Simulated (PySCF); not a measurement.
Species: C2H4GaO (charge -1).
Atom-mapped SMILES: `[CH:1]1=[CH:2][GaH2-:3][O:4]1` (hydrogens: H5 on C1; H6 on C2; H7, H8 on Ga3)
Bond orders are those of one Lewis drawing.

Method: PBE0-D3(BJ)/def2-SVP geometry optimisation, gas phase in PySCF; density fitting, grid level 1; the optimiser is geomeTRIC in internal coordinates, started from a GFN2-xTB structure.

Step 1: E = -56542.8947 eV
```
atom  x, y, z in Å  |  force x, y, z in eV/Å
C1      0.5025   -1.4622   -0.1628    0.118   0.074   0.003
C2     -0.0479   -0.2249   -0.2086   -0.174   0.143  -0.007
Ga3    -1.8438   -1.1305   -0.2347    0.086  -0.105   0.007
O4     -0.3127   -2.5006   -0.1605   -0.397  -0.188  -0.009
H5      1.5940   -1.6962   -0.1254   -0.043   0.018  -0.003
H6      0.5382    0.6995   -0.2139   -0.048   0.016  -0.001
H7     -2.7363   -1.2954   -1.6081    0.222   0.029   0.298
H8     -2.8077   -1.2243    1.0969    0.237   0.012  -0.287
```

Step 2: E = -56542.9153 eV
```
atom  x, y, z in Å  |  force x, y, z in eV/Å
C1      0.4925   -1.4646   -0.1631    0.032   0.124  -0.003
C2     -0.0554   -0.2221   -0.2091   -0.066  -0.075   0.006
Ga3    -1.8366   -1.1310   -0.2331    0.119  -0.086  -0.001
O4     -0.3282   -2.5061   -0.1602   -0.190   0.056  -0.005
H5      1.5824   -1.6999   -0.1264   -0.008  -0.011  -0.002
H6      0.5241    0.7061   -0.2155   -0.004  -0.015   0.002
H7     -2.7094   -1.2926   -1.5870    0.055   0.005   0.043
H8     -2.7832   -1.2244    1.0772    0.063   0.002  -0.039
```

Q: Estimate the geometry and energy of step 3. (The exact step hangs on the optimiser's Hessian estimate; all steps are aligned on step 2, rigid shifts and turns removed.)

A: E = -56542.9178 eV, largest force 0.108 eV/Å
```
atom  x, y, z in Å  |  force x, y, z in eV/Å
C1      0.4894   -1.4639   -0.1634   -0.039   0.061  -0.001
C2     -0.0608   -0.2236   -0.2091    0.040   0.038   0.009
Ga3    -1.8332   -1.1315   -0.2319    0.068  -0.083  -0.009
O4     -0.3390   -2.5022   -0.1597   -0.050  -0.002   0.000
H5      1.5785   -1.7017   -0.1276   -0.014  -0.021  -0.003
H6      0.5166    0.7052   -0.2162    0.016   0.005   0.001
H7     -2.6944   -1.2919   -1.5831   -0.013   0.000  -0.035
H8     -2.7710   -1.2248    1.0739   -0.007   0.002   0.038
```

The energy changes by -0.0026 eV. The first-order estimate −F·Δx gives -0.0052 eV and the mean of the old and new forces, exact on a quadratic surface, -0.0026 eV. The step makes an angle of 50° with the force vector and moves no atom by more than 0.015 Å.

What follows is the cost of the whole optimisation. The run took 15 s on an Arm Neoverse V1 with one thread, no GPU (shared host), and the process peaked at 0.49 GiB of memory.
